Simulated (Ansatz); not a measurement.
Program: Ansatz. Geometries: PBE0-D4/def2-TZVP. ΔE: electronic, gas phase. CCSD(T)/CBS is the MP2 limit (def2-TZVPP, def2-QZVPP) plus CCSD(T) − MP2 in def2-TZVPP, frozen cores. This one scheme is used for every species, atoms too. No spin–orbit coupling; open shells (•) take unrestricted orbitals. Spin–orbit coupling would lower the free atoms: a little for Al, C, F. One conformer a species, not always the lowest.

Consider the atomization: `CC(C)[NH][AlH][F]` → Al• + 3 C• + F• + 9 H• + N•.

```csv
species,CCSD(T)/CBS(def2) energy (Eh)
`CC(C)[NH][AlH][F]`,-516.20384
Al•,-241.93820
C•,-37.79194
F•,-99.66871
H•,-0.50000
N•,-54.53257
```

(1) Work out ΔE.

Largest T1 diagnostic among the species: 0.018.

Answers

(1) ΔE = 9 × (-0.50000) + 3 × (-37.79194) + (-241.93820) + (-99.66871) + (-54.53257) − (-516.20384) = 2.18854 Eh = +59.55 eV.

In def2-TZVPP, CCSD(T) changes the Hartree–Fock value by +13.97 eV (the triples alone add +0.74 eV) and MP2 by +14.80 eV; breaking electron pairs costs correlation energy, which Hartree–Fock lacks. The D4 term adds +0.48 eV with B3LYP and +0.26 eV with PBE0; it sums over pairs of atoms, weighted by their polarisabilities, and B3LYP, whose exchange is more repulsive, gets the larger term.

B3LYP here is the variant with VWN-RPA as its local correlation; programs differ in this.

For atomizations the MP2-based limit and the directly extrapolated one differ by several kJ/mol either way, and by 10 to 25 for some Ge, Se and Sn compounds, so smaller differences from it don't rank the levels.
